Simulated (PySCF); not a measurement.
Cl2, charge +1, doublet, geometry from GFN2-xTB (a state made from the parent by changing its charge; the spin is typed, not shown lowest); MP2/pcseg-1 run with PySCF.

PySCF was given this input:
```python
from pyscf import gto, scf, mp

mol = gto.Mole()
mol.atom = '''
    Cl   -0.000000   -0.000000   -0.980432
    Cl    0.000000    0.000000    0.980432
'''
mol.basis = 'pcseg-1'
mol.charge = 1
mol.spin = 1
mol.verbose = 4
mol.build()

mf = scf.UHF(mol)
mf.kernel()

pt = mp.MP2(mf, frozen=10)
pt.kernel()
print('E(MP2) = %.10f' % pt.e_tot)
```

Output, abridged:

```
PySCF version 2.14.0

[INPUT] verbose = 4
[INPUT] num. atoms = 2
[INPUT] num. electrons = 33
[INPUT] charge = 1
[INPUT] spin (= nelec alpha-beta = 2S) = 1
[INPUT] symmetry False subgroup None
[INPUT] Mole.unit = angstrom
[INPUT] Symbol           X                Y                Z      unit          X                Y                Z       unit  Magmom
[INPUT]  1 Cl     0.000000000000   0.000000000000  -0.980432000000 AA    0.000000000000   0.000000000000  -1.852747963760 Bohr   0.0
[INPUT]  2 Cl     0.000000000000   0.000000000000   0.980432000000 AA    0.000000000000   0.000000000000   1.852747963760 Bohr   0.0

nuclear repulsion = 77.9922595120722
number of shells = 6
number of NR pGTOs = 88
number of NR cGTOs = 36
basis = pcseg-1
ecp = {}

******** <class 'pyscf.scf.uhf.UHF'> ********
method = UHF
initial guess = minao
damping factor = 0
level_shift factor = 0
DIIS = <class 'pyscf.scf.diis.CDIIS'>
diis_start_cycle = 1
diis_space = 8
diis_damp = 0
SCF conv_tol = 1e-09
SCF conv_tol_grad = None
SCF max_cycles = 50
direct_scf = True
direct_scf_tol = 1e-13
number electrons alpha = 17  beta = 16
Set gradient conv threshold to 3.16228e-05
init E= -919.03075497323

cycle= 1 E= -918.398476335038  delta_E= 0.632  |g|= 0.324  |ddm|= 1.41
cycle= 2 E= -918.465039763138  delta_E= -0.0666  |g|= 0.105  |ddm|= 0.598
cycle= 3 E= -918.471034025713  delta_E= -0.00599  |g|= 0.0203  |ddm|= 0.125
cycle= 4 E= -918.471464306143  delta_E= -0.00043  |g|= 0.00563  |ddm|= 0.0375
cycle= 5 E= -918.471502281361  delta_E= -3.8e-05  |g|= 0.00124  |ddm|= 0.0129
cycle= 6 E= -918.471504407369  delta_E= -2.13e-06  |g|= 0.000422  |ddm|= 0.0032
cycle= 7 E= -918.471504709394  delta_E= -3.02e-07  |g|= 0.000101  |ddm|= 0.00127
cycle= 8 E= -918.471504726126  delta_E= -1.67e-08  |g|= 1.65e-05  |ddm|= 0.000301
cycle= 9 E= -918.47150472651  delta_E= -3.84e-10  |g|= 2.53e-06  |ddm|= 4.64e-05
Extra cycle  E= -918.471504726517  delta_E= -6.82e-12  |g|= 1.12e-06  |ddm|= 4.85e-06
converged SCF energy = -918.471504726517  <S^2> = 0.76573978  2S+1 = 2.0156783

******** <class 'pyscf.mp.ump2.UMP2'> ********
nocc = (np.int64(7), np.int64(6)), nmo = (26, 26)
frozen orbitals 10
E(UMP2) = -918.733989154983  E_corr = -0.262484428465812
E(SCS-UMP2) = -918.724717784774  E_corr = -0.2532130582567
E_corr(same-spin) = -0.0712710645026239
E_corr(oppo-spin) = -0.191213363963188
E(MP2) = -918.7339891550
```
